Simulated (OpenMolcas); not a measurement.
**Ce3+: moving or changing the point charges**

Ce3+ among 8 point charges of -2 e arranged as a cube (Oh), 2.48 Å from the ion. The active orbitals were held to one l.
```
   1.4318    1.4318    1.4318  -2.00
   1.4318    1.4318   -1.4318  -2.00
   1.4318   -1.4318    1.4318  -2.00
   1.4318   -1.4318   -1.4318  -2.00
  -1.4318    1.4318    1.4318  -2.00
  -1.4318    1.4318   -1.4318  -2.00
  -1.4318   -1.4318    1.4318  -2.00
  -1.4318   -1.4318   -1.4318  -2.00
```

```
Program             : OpenMolcas
Method              : CASSCF
Basis               : ANO-RCC-VTZP [8s7p5d3f2g1h]
Scalar Hamiltonian  : DKH2, point nucleus
Active space        : 1 electron in 7 orbitals (4f)
State averaging     : 2S+1 = 2 odd, 7 roots
Spin-orbit coupling : state interaction with AMFI integrals over the reference wave functions
```

Runs around this geometry, states (labels of O, the rotations of Oh). Energies in cm-1 above the lowest state or level, χT in cm3 K/mol; under a threefold ground state the first gap can be a small split of the lowest multiplet, not the spin-orbit step.

```
R (Å)  Ground state  First state of that spin  First gap with spin-orbit (degeneracies)  Width of lowest J  χT at 300 K
 2.48           2T1                 2T2 313.4                              534.0 (4, 2)                534        0.690
 2.76           2T1                 2T2 209.9                              341.5 (4, 2)                342        0.746
 2.85           2T1                 2T2 184.6                              295.9 (4, 2)                296        0.760
```

Taking the width of the lowest J multiplet as R^-n, n = -ln(296 / 534) / ln(2.85 / 2.48) = 4.2 between the shortest and longest distance.

This is an electrostatic model: the charges have no orbitals. No measured value stands beside these numbers.
